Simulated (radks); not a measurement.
Results of a calculation; reference values are marked as such.
All-electron atom: Sn13+ in [Kr] 4d1 (the NIST ground configuration). Level of theory: scalar-relativistic Kohn-Sham, PBE, spin-polarised, spherical densities, finite nucleus; open shells are filled with parallel spins first (spin-orbit coupling, left out, can overturn this in heavy ions); Fermi nuclear charge, rms radius 4.6519 fm (a radial shooting solver on a logarithmic mesh with Libxc functionals).

Normalised radial functions P(r) = r R(r), r in bohr:

| r | 4s down | 4p down | 4d down |
|---|---|---|---|
| 0.001952 | 0.1060 | 0.0036 | 0.0000 |
| 0.002236 | 0.1185 | 0.0046 | 0.0000 |
| 0.002562 | 0.1321 | 0.0058 | 0.0000 |
| 0.002911 | 0.1460 | 0.0073 | 0.0001 |
| 0.003336 | 0.1619 | 0.0093 | 0.0001 |
| 0.003821 | 0.1789 | 0.0118 | 0.0001 |
| 0.004343 | 0.1957 | 0.0148 | 0.0002 |
| 0.004976 | 0.2143 | 0.0188 | 0.0002 |
| 0.005701 | 0.2333 | 0.0238 | 0.0004 |
| 0.006479 | 0.2512 | 0.0296 | 0.0005 |
| 0.007423 | 0.2697 | 0.0374 | 0.0008 |
| 0.008505 | 0.2868 | 0.0471 | 0.0011 |
| 0.009666 | 0.3007 | 0.0583 | 0.0016 |
| 0.01107 | 0.3120 | 0.0729 | 0.0023 |
| 0.01269 | 0.3183 | 0.0907 | 0.0033 |
| 0.01442 | 0.3181 | 0.1109 | 0.0047 |
| 0.01652 | 0.3096 | 0.1364 | 0.0068 |
| 0.01893 | 0.2904 | 0.1666 | 0.0097 |
| 0.02151 | 0.2609 | 0.1993 | 0.0136 |
| 0.02465 | 0.2155 | 0.2388 | 0.0193 |
| 0.02824 | 0.1545 | 0.2825 | 0.0272 |
| 0.03209 | 0.0824 | 0.3266 | 0.0374 |
| 0.03677 | -0.0088 | 0.3748 | 0.0520 |
| 0.04212 | -0.1121 | 0.4212 | 0.0715 |
| 0.04788 | -0.2157 | 0.4595 | 0.0956 |
| 0.05485 | -0.3246 | 0.4891 | 0.1285 |
| 0.06284 | -0.4213 | 0.5007 | 0.1704 |
| 0.07142 | -0.4892 | 0.4882 | 0.2188 |
| 0.08183 | -0.5223 | 0.4428 | 0.2804 |
| 0.09375 | -0.5013 | 0.3582 | 0.3517 |
| 0.1066 | -0.4225 | 0.2398 | 0.4258 |
| 0.1221 | -0.2728 | 0.0747 | 0.5078 |
| 0.1399 | -0.0624 | -0.1218 | 0.5862 |
| 0.159 | 0.1724 | -0.3196 | 0.6481 |
| 0.1821 | 0.4279 | -0.5185 | 0.6895 |
| 0.2086 | 0.6449 | -0.6738 | 0.6922 |
| 0.2371 | 0.7695 | -0.7489 | 0.6471 |
| 0.2717 | 0.7759 | -0.7246 | 0.5384 |
| 0.3113 | 0.6283 | -0.5763 | 0.3621 |
| 0.3538 | 0.3521 | -0.3259 | 0.1380 |
| 0.4053 | -0.0520 | 0.0323 | -0.1479 |
| 0.4643 | -0.5044 | 0.4368 | -0.4576 |
| 0.5278 | -0.8997 | 0.8020 | -0.7396 |
| 0.6046 | -1.2118 | 1.1106 | -0.9924 |
| 0.6927 | -1.3583 | 1.2854 | -1.1608 |
| 0.7873 | -1.3298 | 1.3041 | -1.2184 |
| 0.902 | -1.1502 | 1.1795 | -1.1654 |
| 1.033 | -0.8796 | 0.9503 | -1.0117 |
| 1.175 | -0.6091 | 0.6966 | -0.8087 |
| 1.346 | -0.3624 | 0.4443 | -0.5757 |
| 1.542 | -0.1865 | 0.2475 | -0.3648 |
| 1.752 | -0.0860 | 0.1242 | -0.2104 |
| 2.007 | -0.0316 | 0.0505 | -0.1013 |
| 2.3 | -0.0094 | 0.0169 | -0.0412 |
| 2.614 | -0.0024 | 0.0050 | -0.0148 |
| 2.995 | -0.0004 | 0.0011 | -0.0040 |
| 3.431 | -0.0001 | 0.0002 | -0.0009 |
| 3.9 | 0.0000 | 0.0000 | -0.0002 |
| 4.468 | 0.0000 | 0.0000 | 0.0000 |

4s down: eigenvalue -390.47 eV, 3 radial nodes at r = 0.0363, 0.145, 0.399 bohr, <r> = 0.764 bohr, 90 % of the charge inside 1.09 bohr. 4p down: eigenvalue -342.07 eV, 2 radial nodes at r = 0.129, 0.401 bohr, <r> = 0.800 bohr, 90 % of the charge inside 1.15 bohr. 4d down (empty): eigenvalue -268.98 eV, 1 radial node at r = 0.379 bohr, <r> = 0.861 bohr, 90 % of the charge inside 1.26 bohr.
